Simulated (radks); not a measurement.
All-electron atom: Fe2+ in [Ar] 3d6. All-electron calculation, scalar-relativistic Kohn-Sham, r2SCAN, spin-polarised, spherical densities, finite nucleus; open shells are filled with parallel spins first; meta-GGA in the generalised Kohn-Sham scheme; Fermi nuclear charge, rms radius 3.7377 fm. Program: a radial shooting solver on a logarithmic mesh with Libxc functionals.

Normalised radial functions P(r) = r R(r), r in bohr:

r           3s up
0.008321   0.2068
0.01241    0.2727
0.01852    0.3372
0.02763    0.3735
0.04121    0.3340
0.06148    0.1602
0.09172   -0.1689
0.1368    -0.5383
0.2041    -0.6351
0.3045    -0.1498
0.4543     0.7355
0.6777     1.2395
1.011      0.9291
1.508      0.3526
2.232      0.0617
3.33       0.0034
4.968      0.0000
7.411      0.0000

3s up: eigenvalue -117.70 eV, 2 radial nodes at r = 0.0762, 0.328 bohr, <r> = 0.810 bohr, 90 % of the charge inside 1.21 bohr.
